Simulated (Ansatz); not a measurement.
Total energies of CH4ClGe, SMILES `[CH3][GeH][Cl]` radical.

```csv
atom,x (Å),y (Å),z (Å)
C1,-0.722,0.077,0.538
Ge2,0.471,-0.495,-0.903
Cl3,2.446,-0.729,-0.039
H4,-0.343,1.014,0.953
H5,-0.750,-0.679,1.321
H6,-1.727,0.233,0.144
H7,0.625,0.579,-2.013
```

Total charge 0; spin multiplicity 2. Correlated methods include outer-core shells of Ge, which these sets cover unevenly. Scalar relativity is left out up to krypton. All single points use the PBE0-D4/def2-TZVP geometry. Basis def2-TZVPP, the Gaussian-basis code of Ansatz.

RPA on PBE orbitals: Hartree–Fock energy of these orbitals -2575.06323 Eh, correlation -0.99899 Eh (frozen core).

```csv
functional,energy without D4 (Eh),D4 term (kJ/mol)
LDA (SPW92),-2572.70928,–
PBE,-2577.19114,-12.9
revPBE,-2577.49941,-36.5
BLYP,-2577.78087,-28.2
r2SCAN,-2577.69152,-2.9
B97M-V,-2577.24761,–
PBE0,-2577.29154,-10.9
B3LYP,-2577.82091,-21.1
r2SCANh,-2577.68120,-3.2
r2SCAN0,-2577.66686,-3.5
HSE06 (plane-wave form),-2577.28184,-10.2
BHLYP,-2577.70871,-17.4
CAM-B3LYP,-2577.86321,-11.1
LC-ωPBE,-2577.33158,–
ωB97X-V,-2577.48144,–
ωB97M-V,-2577.58531,–
B2PLYP,-2577.21498,–
PBE-QIDH,-2576.87428,–
```

B3LYP takes the VWN-RPA correlation (the form of Gaussian; ORCA's B3LYP/G). HSE06 is the plane-wave form, built on full-range PBE exchange. The double hybrids freeze the cores in their second-order part.

LC-ωPBE has ω = 0.4 bohr⁻¹.
